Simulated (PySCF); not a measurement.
Structure elucidation problem

Molecular formula: C7H7FNP. Simulated spectra:

1H NMR (500 MHz, computed): δ 8.99 (m, 2H), 7.50 (m, 2H), 2.42 (m, 3H).

13C{1H} NMR (computed): δ 242.2, 156.5, 155.6 (2C), 133.8 (2C), 26.7.

Level of theory: GFN2-xTB structure, shieldings: GIAO PBE0/pcSseg-1, in PySCF (no solvent model, rapidly exchanging positions averaged, no relativistic terms, single conformer).

Scale: 1H (31.72 ppm) and 13C (186.93 ppm) vs TMS (reference shieldings calculated alike).

**Question.** Which candidate is it?
A. Fc1cpcc(C2CC2)n1
B. C/C(F)=P\c1ccncc1
C. C/C(F)=P\c1cccnc1

**Answer.** B. 

1. 5 carbon signals for 7 carbons: some carbons are equivalent by symmetry or fast rotation.
2. Carbon types of the structure: 2 × C, 4 × CH, 1 × CH3, which accounts for all hydrogens.
3. δC 242.2: carbon double-bonded to a heavier main-group atom.
4. δC 156.5: substituted aromatic carbon.
5. δC 155.6: aromatic CH next to a ring nitrogen; the adjacent pyridine-type nitrogen withdraws density from it.
6. δC 133.8: aromatic CH; the aromatic region.
7. δH 8.99: hydrogen on an aromatic CH next to a ring nitrogen; ring current plus the neighbouring ring nitrogen.

The others: Fc1cpcc(C2CC2)n1 would give 6 carbon signals, not 5; C/C(F)=P\c1cccnc1 would give 7 carbon signals, not 5.

Splittings by 19F and 31P in the carbon and heteronuclear signals aren't shown, as no couplings were computed. Shifts are as computed. Against solution values, carbons near 30 ppm lie about +3 ppm off and those near 130 ppm about +5 ppm. Of 1211 compounds with measured shifts, 218 miss one by over three times the rms of a fit or turn the order of signals round; such compounds aren't used in these exercises. Multiplicities follow the n + 1 count of equivalent neighbours, as no J values were calculated; m marks all less simple cases, F and P coupling included.
